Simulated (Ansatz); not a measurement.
In₇Sb₇. Total charge 0; singlet. Geometry r2SCAN-D4/def2-SVP; atoms count from 1.

```tsv
atom	x (Å)	y (Å)	z (Å)
In1	1.068	1.398	-1.841
Sb2	3.552	0.384	-2.454
In3	-0.540	-4.461	-0.598
Sb4	0.580	-1.645	0.095
In5	0.698	0.248	2.258
In6	3.629	1.309	0.069
Sb7	2.672	2.280	2.500
In8	-1.663	-1.162	-1.775
Sb9	-3.428	-3.116	-0.866
Sb10	-1.696	1.537	-2.491
In11	-1.531	1.555	0.414
Sb12	0.843	3.222	0.472
In13	-2.058	-1.898	1.260
Sb14	-2.125	0.348	2.957
```

In the def2 sets In, Sb take a core potential; there is no spin–orbit coupling. Single mean-field runs in def2-TZVP are fitted with def2-universal-jkfit.

Question: Estimate the Mulliken populations from the PBE0/def2-TZVP orbitals of Ansatz.

Answer: 
```
atom  charge (e)
 In1        0.19
 Sb2       -0.23
 In3        0.21
 Sb4       -0.25
 In5        0.24
 In6        0.27
 Sb7       -0.17
 In8        0.18
 Sb9       -0.24
Sb10       -0.19
In11        0.17
Sb12       -0.17
In13        0.18
Sb14       -0.21
```
Mulliken values depend strongly on the basis.

Question: And the Mayer bond orders between heavy atoms (over 0.3)?

Answer: In1–Sb2 1.09 (2.75 Å); In1–Sb10 0.82 (2.84 Å); In1–Sb12 0.64 (2.95 Å); Sb2–In6 1.28 (2.69 Å); In3–Sb4 0.42 (3.11 Å); In3–Sb9 0.56 (3.20 Å); Sb4–In5 0.70 (2.88 Å); Sb4–In8 0.64 (2.96 Å); Sb4–In13 0.74 (2.89 Å); In5–Sb7 0.76 (2.84 Å); In5–Sb14 0.77 (2.91 Å); In6–Sb7 0.88 (2.79 Å); Sb7–Sb12 0.93 (2.89 Å); In8–Sb9 0.99 (2.79 Å); In8–Sb10 0.87 (2.79 Å); Sb9–In13 0.93 (2.81 Å); Sb10–In11 0.79 (2.91 Å); In11–Sb12 0.75 (2.90 Å); In11–Sb14 0.81 (2.88 Å); In13–Sb14 0.86 (2.82 Å).
